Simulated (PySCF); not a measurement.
# Diatomic cations of Ca with group 13

r²SCAN with double-zeta basis sets in PySCF, for the lowest determinant that a PBE0 search found; no spin–orbit coupling. De refers to high-spin ground-configuration atoms (the charge goes to the atom of lower measured ionisation energy or higher electron affinity, which is not always the lowest computed limit). A positive dipole points towards Ca; it is taken about the centre of mass and depends on that origin.

| M | basis | charged atom | state (unpaired electrons) | Re (Å) | ωe (cm⁻¹) | De (eV) | μ (D) |
| --- | --- | --- | --- | --- | --- | --- | --- |
| B | x2c-SVPall | Ca+ | triplet (σ ↑, π ↑) | 2.459 | 443 | 1.57 | 5.79 |
| Al | pcseg-1 | Al+ | singlet (closed shell) | 3.491 | 164 | 1.73 | 2.96 |
| Ga | pcseg-1 | Ga+ | singlet (closed shell) | 3.448 | 129 | 1.74 | 6.79 |
| In | def2-SVP | In+ | singlet (closed shell) | 3.618 | 112 | 1.40 | 7.43 |
| Tl | def2-SVP | Tl+ | singlet (closed shell) | 3.661 | 101 | n/a | 8.52 |

The shortest bond is that of CaB⁺ (2.459 Å), the longest that of CaTl⁺ (3.661 Å).

The rows differ in basis set, which adds steps of its own.

The state changes along the series, so neighbouring rows are not always alike in their bonding.

Closed-shell solutions of metal pairs were not tested for spin polarisation, which can lower them a little. Spin–orbit coupling is left out, which matters for elements this heavy, above all for dissociation energies. For an ion De counts to the pair picked by the measured ionisation energies or electron affinities, which need not be the lowest pair at this level. States were picked by a PBE0 search and need not be the measured ground states.
